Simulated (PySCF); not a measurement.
Molecule: `C[S+](C)CO[SiH3]`, [C₃H₁₁OSSi]+.

Bonds (- single, = double, # triple, : aromatic): C1-S2, S2-C3, S2-C4, C4-O5, O5-Si6. C1 carries H7, H8, H9; C3 carries H10, H11, H12; C4 carries H13, H14; Si6 carries H15, H16, H17. Formal charges: S2 +1.

Total charge +1.

Frames of a GFN2-xTB Langevin trajectory at 600 K; GIAO PBE0/pcSseg-1 shieldings in PySCF, gas phase, non-relativistic; equivalent atoms averaged within each frame.

References, each an isolated molecule treated in the same way: 13C (σ = 186.93 ppm), 29Si (σ = 349.16 ppm), 1H (σ = 31.72 ppm) vs TMS; CS2 for 33S (σ = 503.73 ppm); H2O for 17O (σ = 336.08 ppm). The references are static minima.

**Question.** How do the shifts (ppm) fluctuate along the trajectory?

**Answer.** 
```tsv
time (fs)	C4	C1/C3	S2	O5	Si6	H15/H16/H17	H13/H14	H7/H8/H9/H10/H11/H12
250	99.0	40.3	66	69.2	-14.7	5.54	5.48	3.47
425	103.9	31.9	80	47.2	-21.7	5.46	6.03	2.66
625	110.3	28.7	87	78.6	-29.4	5.34	7.07	3.10
800	97.4	31.0	37	51.1	-31.8	6.74	6.91	2.66
1000	115.3	33.4	72	102.7	7.2	7.17	7.16	2.92
mean of frames	105.2	33.1	68	69.7	-18.1	6.05	6.53	2.96
standard deviation	7.6	4.4	20	22.5	15.6	0.84	0.74	0.34
```

5 frames give an uncertainty of the mean of about the standard deviation over 2.2 at best, since frames this close in time may not be independent; classical motion lacks zero-point vibration, and the reference would need the same averaging.
